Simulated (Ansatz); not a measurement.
In(Me)3 (C3H9In), SMILES [CH3][In]([CH3])[CH3].

Coordinates come from a B3LYP-D3(BJ)/def2-SVP optimisation. The isomer is the one that the SMILES or the coordinates give; other isomers of the formula were not compared. The def2 effective core potentials stand for the cores of In; spin–orbit coupling is left out.

Two levels are set side by side: PBE/def2-SVPD (Ansatz, a program for electronic structure) and PBE0/def2-SVPD (Ansatz). Energy differences of separate SCF runs at the same geometry; the states with an electron removed or added have multiplicity 2 and 2. Differences are taken from unrounded values.

| quantity | PBE0 | PBE | PBE minus PBE0 |
|---|---|---|---|
| vertical ionisation energy (eV) | 8.92 | 8.73 | -0.19 |
| vertical singlet–triplet gap (eV) | 4.50 | 4.27 | -0.23 |
